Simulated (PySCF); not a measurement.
Isomers of C6H9ClSi.

All values: CAM-B3LYP/def2-SVPD (PySCF) at GFN2-xTB geometries, gas phase, one conformer each. Core orbitals are frozen in the response; Δα² is half the sum of the squared differences of the principal polarisabilities.

Question: Rank by HOMO energy, highest first.
A. `[CH2:1]=[C:2]=[C:3]1[CH2:4][CH2:5][CH2:6][Si@@H:7]1[Cl:8]` with C2–C3–C4–C5 153°, C3–C4–C5–C6 46°, C4–C5–C6–Si7 -42°, C5–C6–Si7–Cl8 139°
B. `[CH2:1]=[C:2]=[C:3]([CH3:4])[Si@H:5]([Cl:6])[CH:7]=[CH2:8]` with C2–C3–Si5–Cl6 -127°, C3–Si5–C7–C8 -26°
C. `[CH3:1][C:2]1=[CH:3][SiH2:4][C@H:5]1/[CH:6]=[CH:7]\[Cl:8]` with Si4–C5–C6–C7 -106°

Answer: C (-7.97 eV), A (-8.52 eV), B (-8.81 eV).

Question: Rank by polarisability anisotropy Δα, lowest first.
A. `[CH3:1][C:2]1=[CH:3][SiH2:4][C@H:5]1/[CH:6]=[CH:7]\[Cl:8]` with Si4–C5–C6–C7 -106°
B. `[CH2:1]=[C:2]=[C:3]1[CH2:4][CH2:5][CH2:6][Si@@H:7]1[Cl:8]` with C2–C3–C4–C5 153°, C3–C4–C5–C6 46°, C4–C5–C6–Si7 -42°, C5–C6–Si7–Cl8 139°
C. `[CH2:1]=[C:2]([C:3]#[C:4][SiH2:5][CH3:6])[CH2:7][Cl:8]` with C1–C2–C7–Cl8 104°
D. `[CH2:1]=[C:2]=[C:3]([CH3:4])[Si@H:5]([Cl:6])[CH:7]=[CH2:8]` with C2–C3–Si5–Cl6 -127°, C3–Si5–C7–C8 -26°

Answer: A (5.95 Å³), D (6.48 Å³), B (7.50 Å³), C (8.38 Å³).

All values together:

```json
{"SMILES": "C=C(C#C[SiH2]C)CCl", "μ (D)": "1.38", "HOMO (eV)": "-8.48", "LUMO (eV)": "-0.35", "α (Å³)": "17.28", "Δα (Å³)": "8.38"}
{"SMILES": "C=C=C1CCC[Si@@H]1Cl", "μ (D)": "1.81", "HOMO (eV)": "-8.52", "LUMO (eV)": "0.58", "α (Å³)": "16.37", "Δα (Å³)": "7.50"}
{"SMILES": "CC1=C[SiH2][C@H]1/C=C\\Cl", "μ (D)": "1.96", "HOMO (eV)": "-7.97", "LUMO (eV)": "0.73", "α (Å³)": "16.38", "Δα (Å³)": "5.95"}
{"SMILES": "C=C=C(C)[Si@H](Cl)C=C", "μ (D)": "1.86", "HOMO (eV)": "-8.81", "LUMO (eV)": "0.35", "α (Å³)": "16.79", "Δα (Å³)": "6.48"}
```

Conformers: `[CH2:1]=[C:2]([C:3]#[C:4][SiH2:5][CH3:6])[CH2:7][Cl:8]` with C1–C2–C7–Cl8 104°; `[CH2:1]=[C:2]=[C:3]1[CH2:4][CH2:5][CH2:6][Si@@H:7]1[Cl:8]` with C2–C3–C4–C5 153°, C3–C4–C5–C6 46°, C4–C5–C6–Si7 -42°, C5–C6–Si7–Cl8 139°; `[CH3:1][C:2]1=[CH:3][SiH2:4][C@H:5]1/[CH:6]=[CH:7]\[Cl:8]` with Si4–C5–C6–C7 -106°; `[CH2:1]=[C:2]=[C:3]([CH3:4])[Si@H:5]([Cl:6])[CH:7]=[CH2:8]` with C2–C3–Si5–Cl6 -127°, C3–Si5–C7–C8 -26°.
